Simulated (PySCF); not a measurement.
## Atomic charges against the basis set

Species: C₂H₆OS₂Si.
Bonds: C1–O2, O2–Si3, Si3–S4, S4–C5, C5–S6, C1–S6. Hydrogens: H7, H8 on C1; H9, H10 on Si3; H11, H12 on C5.

PBE0 throughout (PySCF), one geometry, spherical d and f functions. The structure is a single PBE0-D3(BJ)/def2-SVP conformer in the gas phase; no vibrational or solvent corrections. Atoms taken as equivalent share a column and are averaged. The first 7 of 9 kinds of atom are listed.

Mulliken charges (e):

| basis | functions | C1 | O2 | Si3 | S4 | C5 | S6 | H7/H8 |
| --- | --- | --- | --- | --- | --- | --- | --- | --- |
| STO-3G | 48 | -0.134 | -0.353 | +0.616 | -0.041 | -0.318 | +0.126 | +0.079 |
| 6-31G | 78 | -0.327 | -0.685 | +0.830 | -0.052 | -0.863 | +0.337 | +0.216 |
| pcSseg-0 | 78 | -0.375 | -0.804 | +0.890 | -0.182 | -1.003 | +0.303 | +0.283 |
| 6-31G* | 108 | -0.248 | -0.547 | +0.634 | -0.105 | -0.685 | +0.167 | +0.206 |
| cc-pVDZ | 126 | +0.037 | -0.398 | +0.482 | -0.148 | -0.264 | 0.000 | +0.077 |
| def2-SVP | 126 | +0.096 | -0.472 | +0.603 | -0.225 | -0.240 | -0.047 | +0.079 |
| aug-cc-pVDZ | 204 | +0.504 | -0.822 | +0.202 | -0.085 | -0.230 | +0.365 | -0.195 |
| 6-311+G(2d,p) | 222 | -0.372 | -0.483 | +0.579 | -0.184 | -0.225 | +0.032 | +0.179 |
| def2-TZVP | 240 | -0.106 | -0.319 | +0.358 | -0.198 | -0.225 | -0.067 | +0.136 |
| cc-pVTZ | 276 | -0.008 | -0.300 | +0.360 | -0.172 | -0.219 | -0.059 | +0.096 |
| IGLO-III | 297 | -0.345 | -0.459 | +1.010 | -0.244 | -0.541 | +0.221 | +0.154 |
| pcSseg-2 | 321 | +0.093 | -0.524 | +0.701 | -0.188 | -0.201 | -0.003 | +0.069 |

IAO charges (e):

```tsv
basis	functions	C1	O2	Si3	S4	C5	S6	H7/H8
STO-3G	48	-0.234	-0.439	+0.743	-0.064	-0.460	+0.178	+0.122
6-31G	78	-0.174	-0.569	+0.740	-0.162	-0.457	+0.083	+0.164
pcSseg-0	78	-0.169	-0.562	+0.746	-0.165	-0.467	+0.082	+0.161
6-31G*	108	-0.139	-0.612	+0.883	-0.184	-0.440	+0.095	+0.149
cc-pVDZ	126	-0.134	-0.607	+0.875	-0.183	-0.432	+0.091	+0.148
def2-SVP	126	-0.132	-0.606	+0.889	-0.181	-0.431	+0.095	+0.145
aug-cc-pVDZ	204	-0.135	-0.620	+0.883	-0.190	-0.432	+0.086	+0.152
6-311+G(2d,p)	222	-0.142	-0.630	+0.913	-0.189	-0.443	+0.096	+0.153
def2-TZVP	240	-0.141	-0.632	+0.925	-0.188	-0.447	+0.102	+0.151
cc-pVTZ	276	-0.140	-0.627	+0.912	-0.190	-0.443	+0.095	+0.152
IGLO-III	297	-0.144	-0.633	+0.918	-0.184	-0.449	+0.105	+0.152
pcSseg-2	321	-0.142	-0.631	+0.921	-0.188	-0.447	+0.100	+0.152
```

Hirshfeld charges (e):

```tsv
basis	functions	C1	O2	Si3	S4	C5	S6	H7/H8
STO-3G	48	+0.050	-0.230	+0.438	-0.101	-0.032	-0.018	+0.011
6-31G	78	+0.017	-0.260	+0.368	-0.127	-0.062	-0.036	+0.051
pcSseg-0	78	+0.009	-0.245	+0.388	-0.114	-0.071	-0.010	+0.042
6-31G*	108	+0.020	-0.228	+0.346	-0.127	-0.053	-0.046	+0.050
cc-pVDZ	126	+0.002	-0.210	+0.352	-0.100	-0.072	-0.016	+0.044
def2-SVP	126	+0.002	-0.219	+0.355	-0.092	-0.075	-0.006	+0.043
aug-cc-pVDZ	204	-0.013	-0.235	+0.366	-0.089	-0.095	+0.002	+0.048
6-311+G(2d,p)	222	-0.010	-0.236	+0.365	-0.091	-0.092	-0.001	+0.048
def2-TZVP	240	-0.008	-0.229	+0.358	-0.091	-0.088	-0.005	+0.048
cc-pVTZ	276	-0.007	-0.222	+0.357	-0.095	-0.087	-0.008	+0.047
IGLO-III	297	-0.014	-0.232	+0.356	-0.077	-0.095	+0.009	+0.046
pcSseg-2	321	-0.013	-0.234	+0.366	-0.090	-0.093	+0.002	+0.048
```

ESP-fitted charges (e):

```
        basis  functions      C1      O2     Si3      S4      C5      S6   H7/H8
       STO-3G         48  -0.001  -0.302  +0.553  -0.203  -0.076  -0.107  +0.073
        6-31G         78  +0.018  -0.478  +0.638  -0.318  -0.173  -0.201  +0.141
     pcSseg-0         78  +0.078  -0.513  +0.777  -0.364  -0.140  -0.221  +0.127
       6-31G*        108  -0.200  -0.262  +0.402  -0.199  -0.379  -0.111  +0.180
      cc-pVDZ        126  -0.185  -0.234  +0.324  -0.162  -0.359  -0.102  +0.168
     def2-SVP        126  -0.119  -0.284  +0.404  -0.192  -0.297  -0.123  +0.153
  aug-cc-pVDZ        204  -0.262  -0.191  +0.278  -0.147  -0.378  -0.096  +0.189
6-311+G(2d,p)        222  -0.302  -0.186  +0.259  -0.131  -0.413  -0.077  +0.202
    def2-TZVP        240  -0.248  -0.196  +0.284  -0.145  -0.353  -0.095  +0.183
      cc-pVTZ        276  -0.231  -0.203  +0.306  -0.156  -0.342  -0.102  +0.179
     IGLO-III        297  -0.348  -0.158  +0.226  -0.102  -0.470  -0.043  +0.209
     pcSseg-2        321  -0.197  -0.242  +0.359  -0.175  -0.326  -0.112  +0.173
```

Some averages cover members that differ in this geometry, most widely: H7/H8, Mulliken in aug-cc-pVDZ -0.287 to -0.103; H7/H8, ESP-fitted in pcSseg-0 +0.095 to +0.159; H7/H8, ESP-fitted in 6-31G +0.112 to +0.171; H7/H8, ESP-fitted in 6-31G* +0.151 to +0.208 e.

Q: Which scheme is steadiest as the basis changes?

A: Largest range over the bases for any column: Hirshfeld 0.09 e, IAO 0.19 e, ESP-fitted 0.55 e, Mulliken 0.88 e. Hirshfeld charges move least and Mulliken charges most, counted in e. Without the minimal STO-3G basis the ranges are Hirshfeld 0.06, IAO 0.19, ESP-fitted 0.55, Mulliken 0.88 e.

Q: How much do the charges still move between the two largest bases, IGLO-III and pcSseg-2?

A: At most, over all atoms: Mulliken 0.438 e, IAO 0.006 e, Hirshfeld 0.013 e, ESP-fitted 0.151 e.

Q: What do the same runs give for the total energy, the frontier levels and the dipole moment?

A: 
```csv
basis,energy (Eh),HOMO (eV),LUMO (eV),μ (D)
STO-3G,-1226.2854,-3.28,5.71,1.55
6-31G,-1240.1800,-6.95,-0.09,2.75
pcSseg-0,-1238.7335,-7.17,-0.14,2.81
6-31G*,-1240.3350,-6.79,-0.12,2.18
cc-pVDZ,-1240.4014,-6.75,-0.02,1.90
def2-SVP,-1239.9382,-6.78,0.05,1.97
aug-cc-pVDZ,-1240.4217,-6.87,-0.53,1.86
"6-311+G(2d,p)",-1240.4777,-6.87,-0.57,1.84
def2-TZVP,-1240.4994,-6.85,-0.37,1.82
cc-pVTZ,-1240.5034,-6.85,-0.29,1.83
IGLO-III,-1240.4952,-6.78,-0.33,1.71
pcSseg-2,-1240.5199,-6.91,-0.50,1.91
```

The dipole is fixed by the density alone, so its range of 1.26 D shows that the density itself changes with the basis, not only its division among atoms.
